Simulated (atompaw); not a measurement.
## Building the PAW (atompaw) potential for lanthanum (PBE, non-relativistic).

atompaw 4.2.0.5 was run on this input:

```
La 57
GGA-PBE loggrid 2001 logderivrange -5 5 251
6 6 5 4 0 0
6 0 1.5
6 1 0
5 2 1
4 3 0
0 0 0
c
c
c
c
v
v
c
c
c
v
v
c
c
v
v
3
3.00 2.40 2.80 2.80
n
n
y
2.25
n
y
-0.05
n
custom polynom2 7 10 vanderbiltortho sinc
bessel
1.90
3.00
2.45
3.00
3.00
3.00
1.85
1.85
PWSCFOUT
UPFDX 0.0125d0 UPFXMIN -7.d0 UPFZMESH 57.d0
END
```

Command:

```bash
atompaw < La.input > La.log
```

Resulting log (summary file):

```
Completed calculations for La (AE)

 Exchange-correlation type: GGA, Perdew-Burke-Ernzerhof

 Radial integration grid is logarithmic
 r0 =   1.1779470E-04 h =   6.7142977E-03   n =      2001 rmax =   8.0000000E+01

 Non-relativistic calculation

 AEatom converged in  57 iterations
   nz     =  57.00
   delta  =       6.702396914038E-17

 All Electron Orbital energies:
  n  l      occupancy      energy
  1  0      2.0000000E+00 -2.7141086E+03
  2  0      2.0000000E+00 -4.2018368E+02
  3  0      2.0000000E+00 -8.9999783E+01
  4  0      2.0000000E+00 -1.8253466E+01
  5  0      2.0000000E+00 -2.8413354E+00
  6  0      1.5000000E+00 -4.1576630E-01
  2  1      6.0000000E+00 -3.9697372E+02
  3  1      6.0000000E+00 -8.0021338E+01
  4  1      6.0000000E+00 -1.4563534E+01
  5  1      6.0000000E+00 -1.8421376E+00
  6  1      0.0000000E+00 -2.4685327E-01
  3  2      1.0000000E+01 -6.1443907E+01
  4  2      1.0000000E+01 -8.1155861E+00
  5  2      1.0000000E+00 -4.6293598E-01
  4  3      0.0000000E+00 -7.7363256E-01

 Total energy
   Total                    :   -16446.46316093150745

 ---
 Completed calculations for La (SC)

 Exchange-correlation type: GGA, Perdew-Burke-Ernzerhof

 Radial integration grid is logarithmic
 r0 =   1.1779470E-04 h =   6.7142977E-03   n =      2001 rmax =   8.0000000E+01

 Non-relativistic calculation

 SCatom converged in   1 iterations
   nz     =  57.00
   delta  =       1.585255867359E-17

 Valence Electron Orbital energies:
  n  l      occupancy      energy
   5  0      2.0000000E+00 -2.8413354E+00
   6  0      1.5000000E+00 -4.1576630E-01
   5  1      6.0000000E+00 -1.8421376E+00
   6  1      0.0000000E+00 -2.4685327E-01
   5  2      1.0000000E+00 -4.6293598E-01
   4  3      0.0000000E+00 -7.7363256E-01

 Total energy
   Total                    :   -16446.46316093203495
   Valence                  :     -443.56651277788995

 PAW parameters:
       lmax =            3
         rc =    3.0002549468383508
        irc =         1512
   rc_shape =    2.4039559782410538
    rc_vloc =    2.8054152398235082
    rc_core =    2.8054152398235082
   Vloc: truncated form - Vps(r)=A.sin(qr)/r for r<rc
   Projector type: improved polynomial pseudization + Vanderbilt ortho.
   Sinc^2 compensation charge shape zeroed at   2.4040E+00

 Number of basis functions     8
 No.   n  nodes  l      Energy         Cp coeff         Occ
  1    5    4    0   -0.2841335E+01 -0.9871009E+00  0.2000000E+01
  2    6    5    0   -0.4157663E+00  0.1097345E+02  0.1500000E+01
  3    5    3    1   -0.1842138E+01 -0.1724904E+01  0.6000000E+01
  4    6    4    1   -0.2468533E+00  0.4209570E+02  0.0000000E+00
  5    5    2    2   -0.4629360E+00  0.1011038E+02  0.1000000E+01
  6  999    3    2    0.2250000E+01 -0.3145186E+01  0.0000000E+00
  7    4    0    3   -0.7736326E+00 -0.2398618E+01  0.0000000E+00
  8  999    1    3   -0.5000000E-01 -0.1790445E+02  0.0000000E+00

 Eigenvalues of overlap operator (in the basis of projectors):
    1        3.24088928E-01
    2        1.01835602E+00
    3        1.71022841E+00
    4        4.99643514E+00
    5        9.44776240E+01
    6        1.94464501E+02
    7        1.76910395E+03
    8        1.78310768E+03

 Orbital leakage outside PAW augmentation regions
   orb  is_core?  %out_of_sphere
   1 0    T           0.00
   2 0    T           0.00
   3 0    T          -0.00
   4 0    T           0.00
   5 0    F           1.64
   6 0    F          85.61
   2 1    T          -0.00
   3 1    T          -0.00
   4 1    T           0.00
   5 1    F           4.75
   6 1    F          93.87
   3 2    T          -0.00
   4 2    T           0.00
   5 2    F          34.83
   4 3    F           1.19

 Summary of PAW energies
   Total valence energy     :   -443.56651340324288
   Smooth energy            :     28.75844915109069
   One center               :   -472.32496255433358
   Smooth kinetic           :      9.83241887548074
   Vloc energy              :     12.24213196928941
   Smooth exch-corr         :     -6.18722178896315
   One-center xc            :   -386.69474771972415
```

The run took about 2.1 s on one core of a shared server CPU.
